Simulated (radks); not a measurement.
The oxygen anion O-, [He] 2s2 2p5, held by a Watson sphere: a shell of charge +1 at radius R that stands for the Madelung well of a crystal (potential energy -1/R inside, -1/r outside, in hartree with lengths in bohr). Calculated with a radial shooting solver on a logarithmic mesh with Libxc functionals: non-relativistic Kohn-Sham, LDA (Slater exchange, Perdew-Wang correlation), spin-unpolarised, spherical densities, point nucleus. Response by self-consistent Sternheimer equations with the Hartree and adiabatic LDA kernel. The sphere does not respond.

R (bohr) = 1.65: e(1s) (eV) -506.83; e(2s) (eV) -23.469; e(2p) (eV) -9.017; <r> 2p (bohr) 1.343; sum of <r^2> (bohr^2) 15.50; X-ray form factor at sin(theta)/lambda = 0.3 1/angstrom 4.189; alpha (bohr^3) 8.312
R (bohr) = 1.74: e(1s) (eV) -506.80; e(2s) (eV) -23.178; e(2p) (eV) -8.786; <r> 2p (bohr) 1.355; sum of <r^2> (bohr^2) 15.78; X-ray form factor at sin(theta)/lambda = 0.3 1/angstrom 4.169; alpha (bohr^3) 8.769
R (bohr) = 2.31: e(1s) (eV) -506.28; e(2s) (eV) -21.561; e(2p) (eV) -7.409; <r> 2p (bohr) 1.419; sum of <r^2> (bohr^2) 17.33; X-ray form factor at sin(theta)/lambda = 0.3 1/angstrom 4.095; alpha (bohr^3) 12.07
R (bohr) = 2.58: e(1s) (eV) -505.94; e(2s) (eV) -20.929; e(2p) (eV) -6.831; <r> 2p (bohr) 1.442; sum of <r^2> (bohr^2) 17.95; X-ray form factor at sin(theta)/lambda = 0.3 1/angstrom 4.081; alpha (bohr^3) 13.85
R (bohr) = 2.7: e(1s) (eV) -505.78; e(2s) (eV) -20.672; e(2p) (eV) -6.592; <r> 2p (bohr) 1.452; sum of <r^2> (bohr^2) 18.20; X-ray form factor at sin(theta)/lambda = 0.3 1/angstrom 4.077; alpha (bohr^3) 14.67
R (bohr) = 2.97: e(1s) (eV) -505.41; e(2s) (eV) -20.144; e(2p) (eV) -6.089; <r> 2p (bohr) 1.470; sum of <r^2> (bohr^2) 18.72; X-ray form factor at sin(theta)/lambda = 0.3 1/angstrom 4.071; alpha (bohr^3) 16.60
R (bohr) = 3.27: e(1s) (eV) -505.02; e(2s) (eV) -19.626; e(2p) (eV) -5.587; <r> 2p (bohr) 1.487; sum of <r^2> (bohr^2) 19.24; X-ray form factor at sin(theta)/lambda = 0.3 1/angstrom 4.068; alpha (bohr^3) 18.84
R (bohr) = 3.54: e(1s) (eV) -504.69; e(2s) (eV) -19.213; e(2p) (eV) -5.180; <r> 2p (bohr) 1.501; sum of <r^2> (bohr^2) 19.65; X-ray form factor at sin(theta)/lambda = 0.3 1/angstrom 4.067; alpha (bohr^3) 20.91
R (bohr) = 3.72: e(1s) (eV) -504.47; e(2s) (eV) -18.961; e(2p) (eV) -4.931; <r> 2p (bohr) 1.508; sum of <r^2> (bohr^2) 19.90; X-ray form factor at sin(theta)/lambda = 0.3 1/angstrom 4.066; alpha (bohr^3) 22.32
